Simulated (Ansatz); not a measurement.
Ansatz (a program for electronic structure) input for H9Si4, SMILES [SiH2][SiH2][SiH2][SiH3], multiplicity 2, PBE0/def2-TZVPD. Geometry optimised at ωB97X-D3(BJ)/def2-SVP. The isomer is the one that the SMILES or the coordinates give; other isomers of the formula were not compared. Other conformers were not sampled.

Ansatz 0.2 input:
```yaml
crystal:
  periodic: [false, false, false]
  atoms:
    - {symbol: Si, position_ang: [0.15858960, 2.98432563, 0.00000000]}
    - {symbol: Si, position_ang: [-0.83324776, 0.88943436, 0.00000000]}
    - {symbol: Si, position_ang: [0.81563058, -0.76643256, -0.00000000]}
    - {symbol: Si, position_ang: [-0.18851847, -2.87425584, 0.00000000]}
    - {symbol: H, position_ang: [0.98766605, 3.22490432, 1.22042360]}
    - {symbol: H, position_ang: [0.98766604, 3.22490432, -1.22042361]}
    - {symbol: H, position_ang: [-1.68976674, 0.73654420, 1.21419646]}
    - {symbol: H, position_ang: [-1.68976675, 0.73654421, -1.21419645]}
    - {symbol: H, position_ang: [1.67217522, -0.59954665, -1.21308221]}
    - {symbol: H, position_ang: [1.67217523, -0.59954665, 1.21308221]}
    - {symbol: H, position_ang: [0.82349163, -3.97148414, -0.00000001]}
    - {symbol: H, position_ang: [-1.04899797, -3.00766092, 1.21284153]}
    - {symbol: H, position_ang: [-1.04899799, -3.00766092, -1.21284153]}
basis:
  gaussian:
    orbitals: def2-TZVPD
hamiltonian:
  xc: {name: PBE0}
magnetization: {spin_polarized: true, initial_magnetization: 1}
```

Program output:

```
WARN ansatz: RAYON_NUM_THREADS=2 ignored (pool sized by the plan → 2); use --threads N
Functional definition: PBE0
integrals: 0.26 GiB planned
1643 factors; their error is unknown
mean field: 2.70 GiB planned
mean field evaluation 1: about -31642.2891 eV, gradient 1.0e1 eV
mean field evaluation 2: about -31642.9279 eV, gradient 5.8e0 eV
mean field evaluation 4: about -31643.1747 eV, gradient 4.5e-1 eV
mean field evaluation 8: about -31643.1880 eV, gradient 8.7e-2 eV
mean field evaluation 16: about -31643.1880 eV, gradient 2.9e-5 eV
mean field -31643.18804379 eV, -1162.8657120861 hartree, gradient 2.9e-5 eV, S^2 0.754978; 0 other end points of the search recorded, 0 dependent functions left out
reference -31643.18809291 eV, -1162.8657138914 hartree; 33, 32 occupied and 220, 221 virtual orbitals, 1643 factors
Total energy: -31643.18809291 eV, -1162.8657138914 hartree
```

Self-consistency was reached.

Cost: about 27 core-seconds (a rough figure).
